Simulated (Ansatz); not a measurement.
Ansatz (an electronic-structure program) input (RI-MP2/def2-TZVPP):
A basis named .json is the Basis Set Exchange file of that set.

Ansatz 0.2 input:
```yaml
crystal:
  periodic: [false, false, false]
  atoms:
    - {symbol: Hg, position_ang: [-0.00939283, 0.25671129, 0.06036335]}
    - {symbol: Cl, position_ang: [1.77579843, -0.14127887, -1.83710570]}
    - {symbol: Cl, position_ang: [-1.73159686, -1.06677427, 1.55304286]}
basis:
  gaussian:
    orbitals: def2-TZVPP
    fitting: {mean_field: def2-universal-jkfit, correlation: def2-TZVPP-RIFIT.json}
total_charge: -1
magnetization: {spin_polarized: true, initial_magnetization: 1}
correlation: {method: mp2, electrons: outside_noble_gas}
```

End of the output:

```
integrals: 0.08 GiB planned
503 factors; integrals over basis functions are off by at most 1.4e0 eV
430 factors; integrals over basis functions are off by at most 9.4e-1 eV
mean field: 0.44 GiB planned
mean field evaluation 1: about -29160.6626 eV, gradient 9.3e0 eV
mean field evaluation 2: about -29161.1995 eV, gradient 5.4e0 eV
mean field evaluation 4: about -29161.3860 eV, gradient 7.8e-1 eV
mean field evaluation 8: about -29161.4124 eV, gradient 1.7e-6 eV
mean field -29161.41235993 eV, -1071.6621379123 hartree, gradient 1.7e-6 eV, S^2 0.765934; 0 other end points of the search recorded, 0 dependent functions left out
14 core orbitals not correlated
reference -29161.41235993 eV, -1071.6621379123 hartree; 14, 13 occupied and 115, 116 virtual orbitals, 430 factors
second order -22.06195737 eV of doubles, -0.00000000 eV of singles
Total energy: -29183.47431730 eV, -1072.4728998914 hartree
```

The spin state was set by rule; other spins were not relaxed.
